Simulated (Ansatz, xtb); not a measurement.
# Two structures of BrClCuHSi

Structure a is `Cl[Si@H]([Cu])Br`, a singlet and structure b is a singlet given by its coordinates. Both are isolated molecules in the gas phase, relaxed with B3LYP-D3(BJ)/def2-SVP.

a (Å):

```yaml
atoms:
  - { symbol: Br, position_ang: [-2.3535, 0.5083, 2.5196] }
  - { symbol: Cl, position_ang: [-4.5902, 0.1695, -0.1760] }
  - { symbol: Cu, position_ang: [-2.9195, -2.7930, 0.9764] }
  - { symbol: Si, position_ang: [-2.7956, -0.5994, 0.5915] }
  - { symbol: H, position_ang: [-1.7399, -0.1282, -0.3510] }
```

b (Å):

```yaml
atoms:
  - { symbol: Br, position_ang: [-1.9741, -1.7824, 3.9073] }
  - { symbol: Cl, position_ang: [-4.5442, 0.9610, -0.6245] }
  - { symbol: Cu, position_ang: [-2.5241, -1.0305, 1.8713] }
  - { symbol: Si, position_ang: [-3.0102, -0.3351, -0.1442] }
  - { symbol: H, position_ang: [-2.4165, -0.6026, -1.4987] }
```

Close contacts (Å): Br1–Cu3 2.24, Cl2–Si4 2.06, Cu3–Si4 2.19, Si4–H5 1.50.

Quicker runs give these differences E(b) − E(a): GFN2-xTB −77.1 kJ/mol; HF/STO-3G −8.8 kJ/mol (at GFN2-xTB geometries); r2SCAN-D4/def2-SVP −3.7 kJ/mol (at GFN2-xTB geometries).

Q: Estimate E(b) − E(a) at the level CCSD(T)/def2-SVP + ΔMP2/def2-TZVPP.

A: Calculated at CCSD(T)/def2-SVP + ΔMP2/def2-TZVPP: E(b) − E(a) = +23.3 kJ/mol, so structure a lies lower.

Level by level:

```
                             level               geometry  E(b) − E(a) (kJ/mol)  departure from the last row (kJ/mol)  job, with rough time for the two
                          GFN2-xTB               GFN2-xTB                   −77.1                                −100.4              optimisation, 0.17 s
                         HF/STO-3G               GFN2-xTB                    −8.8                                 −32.1                 single point, 9 s
                r2SCAN-D4/def2-SVP               GFN2-xTB                    −3.7                                 −27.1               single point, 3.5 s
             B3LYP-D3(BJ)/def2-SVP  B3LYP-D3(BJ)/def2-SVP                   +22.3                                  −1.0                optimisation, 35 s
                       HF/def2-SVP  B3LYP-D3(BJ)/def2-SVP                   +59.3                                 +36.0           part of the CCSD(T) run
                      MP2/def2-SVP  B3LYP-D3(BJ)/def2-SVP                    +7.8                                 −15.5           part of the CCSD(T) run
                  CCSD(T)/def2-SVP  B3LYP-D3(BJ)/def2-SVP                   +13.5                                  −9.8                      single point
CCSD(T)/def2-SVP + ΔMP2/def2-TZVPP  B3LYP-D3(BJ)/def2-SVP                   +23.3                                                      single point, 35 s
```

GFN2-xTB, HF/STO-3G, r2SCAN-D4/def2-SVP put the two in the other order. The largest departure from CCSD(T)/def2-SVP + ΔMP2/def2-TZVPP is that of GFN2-xTB, 100.4 kJ/mol. The last row adds to CCSD(T) the change of the MP2 difference between the two basis sets, here +9.8 kJ/mol.

With harmonic frequencies from B3LYP-D3(BJ)/def2-SVP (ideal gas, rigid rotor, one conformer each, 200 K, 1 atm): on the last row, ΔE + ΔZPE = +20.3 kJ/mol. A mode under 50 cm⁻¹ makes harmonic enthalpies and free energies unreliable, so none is given.

The T1 diagnostic of structures a and b is large, so the coupled-cluster value is less sure. The correlated steps freeze 24 core orbitals; the filled d shell of Br is correlated; the last core shell of Cu is correlated, in a basis made for valence electrons. Run with Ansatz 0.2.0, xtb 6.7.1; the last row on 1 thread of AMD EPYC 9R45 96-Core Processor (Zen 5) on a shared host.
